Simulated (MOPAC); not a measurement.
Input for MOPAC: AM1 on C2H7Ga (SMILES C[CH2][GaH2]), a point of a torsion scan.

```
AM1 1SCF PRECISE CHARGE=0 THREADS=1
C2H7Ga

C     -0.99413685 1     0.45687654 1     0.35165073 1
C     -0.39321716 1    -0.82292133 1    -0.24583923 1
Ga     1.63898365 1    -0.64634947 1    -0.19274210 1
H     -0.79948688 1     1.31283399 1    -0.29735265 1
H     -0.54075079 1     0.66874209 1     1.32477419 1
H     -2.07136846 1     0.36773921 1     0.49107727 1
H     -0.75059072 1    -0.97475314 1    -1.27159631 1
H     -0.73416085 1    -1.69104484 1     0.33185605 1
H      2.68172258 1    -1.29309046 1    -1.20204389 1
H      2.32292614 1     0.27845547 1     0.90081805 1
```

The log:

```
*******************************************************************************
 **                                                                           **
 **                              MOPAC v23.2.5                                **
 **                                                                           **
 *******************************************************************************
 ** MOPAC's Digital Object Identifier: https://doi.org/10.5281/zenodo.6511958 **
 **                                                                           **
 ** Please cite the open-source release paper for use of this MOPAC version:  **
 ** J. E. Moussa and J. J. P. Stewart (2026)                                  **
 ** MOPAC: An open-source semiempirical molecular orbital program             **
 ** J. Open Source Softw., 11(119), 8025, https://doi.org/10.21105/joss.08025 **
 *******************************************************************************

                              AM1 CALCULATION RESULTS

 *******************************************************************************
 *  AM1        - The AM1 Hamiltonian to be used
 *
 *
 *
 *                 CHARGE ON SYSTEM = 0
 *
 *
 *
 *  PRECISE    - TIGHTER CRITERIA TO BE USED
 *  1SCF       - DO 1 SCF AND THEN STOP
 *  THREADS=1  - MULTI-THREADING NOT USED
 *  T=         - A TIME OF 172800.0 SECONDS REQUESTED
 *  DUMP=N     - RESTART FILE WRITTEN EVERY 7200.0 SECONDS REQUESTED
 *******************************************************************************
AM1 1SCF PRECISE CHARGE=0 THREADS=1
 C2H7Ga

   ATOM   CHEMICAL          X               Y               Z
  NUMBER   SYMBOL      (ANGSTROMS)     (ANGSTROMS)     (ANGSTROMS)

     1       C         -0.99413685  *   0.45687654  *   0.35165073  *
     2       C         -0.39321716  *  -0.82292133  *  -0.24583923  *
     3      Ga          1.63898365  *  -0.64634947  *  -0.19274210  *
     4       H         -0.79948688  *   1.31283399  *  -0.29735265  *
     5       H         -0.54075079  *   0.66874209  *   1.32477419  *
     6       H         -2.07136846  *   0.36773921  *   0.49107727  *
     7       H         -0.75059072  *  -0.97475314  *  -1.27159631  *
     8       H         -0.73416085  *  -1.69104484  *   0.33185605  *
     9       H          2.68172258  *  -1.29309046  *  -1.20204389  *
    10       H          2.32292614  *   0.27845547  *   0.90081805  *



          CARTESIAN COORDINATES

    NO.       ATOM           X           Y           Z

     1         C         -0.9941      0.4569      0.3517
     2         C         -0.3932     -0.8229     -0.2458
     3        Ga          1.6390     -0.6463     -0.1927
     4         H         -0.7995      1.3128     -0.2974
     5         H         -0.5408      0.6687      1.3248
     6         H         -2.0714      0.3677      0.4911
     7         H         -0.7506     -0.9748     -1.2716
     8         H         -0.7342     -1.6910      0.3319
     9         H          2.6817     -1.2931     -1.2020
    10         H          2.3229      0.2785      0.9008

  H: (AM1): M.J.S. DEWAR ET AL, J. AM. CHEM. SOC. 107 3902-3909 (1985)
  C: (AM1): M.J.S. DEWAR ET AL, J. AM. CHEM. SOC. 107 3902-3909 (1985)
 Ga: (AM1): J. J. P. STEWART, J. MOL. MOD., 10, 155-164 (2004)

           Empirical Formula: C2 H7 Ga  =    10 atoms



      MOLECULAR POINT GROUP   :   C1


      RHF CALCULATION, NO. OF DOUBLY OCCUPIED LEVELS = 9


 -------------------------------------------------------------------------------
 AM1 1SCF PRECISE CHARGE=0 THREADS=1
 C2H7Ga



     1SCF WAS SPECIFIED, SO BFGS WAS NOT USED
     SCF FIELD WAS ACHIEVED


                              AM1 CALCULATION
                                                       MOPAC v23.2.5 Linux




          FINAL HEAT OF FORMATION =         39.40909 KCAL/MOL =     164.88763 KJ/MOL


          COSMO AREA              =        109.33 SQUARE ANGSTROMS
          COSMO VOLUME            =         94.00 CUBIC ANGSTROMS

          IONIZATION POTENTIAL    =          9.388234 EV
          HOMO LUMO ENERGIES (EV) =         -9.388 -1.157
          NO. OF FILLED LEVELS    =          9
          MOLECULAR WEIGHT        =        100.8123         POINT GROUP:  C1

          MOLECULAR DIMENSIONS (Angstroms)

            Atom       Atom       Distance
            H     9    H     6     5.31196
            H    10    H     7     3.60017
            H     4    H     8     2.79814


          SCF CALCULATIONS        =          1





   ATOM   CHEMICAL          X               Y               Z
  NUMBER   SYMBOL      (ANGSTROMS)     (ANGSTROMS)     (ANGSTROMS)

     1       C         -0.99413685  *   0.45687654  *   0.35165073  *
     2       C         -0.39321716  *  -0.82292133  *  -0.24583923  *
     3      Ga          1.63898365  *  -0.64634947  *  -0.19274210  *
     4       H         -0.79948688  *   1.31283399  *  -0.29735265  *
     5       H         -0.54075079  *   0.66874209  *   1.32477419  *
     6       H         -2.07136846  *   0.36773921  *   0.49107727  *
     7       H         -0.75059072  *  -0.97475314  *  -1.27159631  *
     8       H         -0.73416085  *  -1.69104484  *   0.33185605  *
     9       H          2.68172258  *  -1.29309046  *  -1.20204389  *
    10       H          2.32292614  *   0.27845547  *   0.90081805  *

                             CARTESIAN COORDINATES

   1    C       -0.994136850     0.456876540     0.351650730
   2    C       -0.393217160    -0.822921330    -0.245839230
   3   Ga        1.638983650    -0.646349470    -0.192742100
   4    H       -0.799486880     1.312833990    -0.297352650
   5    H       -0.540750790     0.668742090     1.324774190
   6    H       -2.071368460     0.367739210     0.491077270
   7    H       -0.750590720    -0.974753140    -1.271596310
   8    H       -0.734160850    -1.691044840     0.331856050
   9    H        2.681722580    -1.293090460    -1.202043890
  10    H        2.322926140     0.278455470     0.900818050


           Empirical Formula: C2 H7 Ga  =    10 atoms



      MOLECULAR POINT GROUP   :   C1


                  EIGENVALUES
 -33.00054 -23.35699 -15.00618 -14.49660 -13.08381 -12.34928 -11.72217 -11.64592
  -9.38823  -1.15687   0.60447   0.71492   0.93611   4.39182   4.70176   4.83569
   5.23213   5.32313   5.53141


              NET ATOMIC CHARGES AND DIPOLE CONTRIBUTIONS

  ATOM NO.   TYPE          CHARGE      No. of ELECS.   s-Pop       p-Pop
    1          C          -0.183271        4.1833     1.21203     2.97124
    2          C          -0.389383        4.3894     1.25442     3.13497
    3         Ga           0.338153        2.6618     0.44900     2.21284
    4          H           0.058920        0.9411     0.94108
    5          H           0.068073        0.9319     0.93193
    6          H           0.069613        0.9304     0.93039
    7          H           0.089364        0.9106     0.91064
    8          H           0.095058        0.9049     0.90494
    9          H          -0.083158        1.0832     1.08316
   10          H          -0.063368        1.0634     1.06337
 DIPOLE           X         Y         Z       TOTAL
 POINT-CHG.     0.741     0.042     0.162     0.760
 HYBRID        -0.404    -0.047     0.005     0.407
 SUM            0.337    -0.006     0.167     0.376


          ATOMIC ORBITAL ELECTRON POPULATIONS

     Atom    s        px        py        pz
    1  C   1.21203   1.00048   0.96964   1.00112
    2  C   1.25442   1.15865   0.97033   1.00598
    3 Ga   0.44900   0.99014   0.46621   0.75650
    4  H   0.94108
    5  H   0.93193
    6  H   0.93039
    7  H   0.91064
    8  H   0.90494
    9  H   1.08316
   10  H   1.06337

 **********************
 *                    *
 * JOB ENDED NORMALLY *
 *                    *
 **********************




 == MOPAC DONE ==
```

The run finished.

Cost: very roughly 0.020 core-seconds.
